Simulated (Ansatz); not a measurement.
Species: C3H9Al, SMILES `[CH3][Al]([CH3])[CH3]` (charge 0, multiplicity 1).

Question: Give a relaxed geometry from B3LYP-D3(BJ)/def2-TZVP (Ansatz, a quantum-chemistry and plane-wave program).

Answer: the end point of this relaxation (outside a Z-matrix the atoms follow the SMILES, hydrogens last).
Z-matrix (Å, degrees):
```
Al
C 1 1.9616
H 2 1.0923 1 113.15
H 2 1.0938 3 108.15 1 124.60
H 2 1.0963 3 106.99 4 114.00
C 1 1.9621 2 121.09 3 -18.22
H 6 1.0921 1 113.28 2 2.88
H 6 1.0950 7 107.69 1 -123.25
H 6 1.0952 7 107.58 8 -113.83
C 1 1.9622 2 119.93 3 162.05
H 10 1.0924 1 113.03 2 13.54
H 10 1.0940 11 108.00 1 -124.34
H 10 1.0960 11 107.08 12 -113.92
```
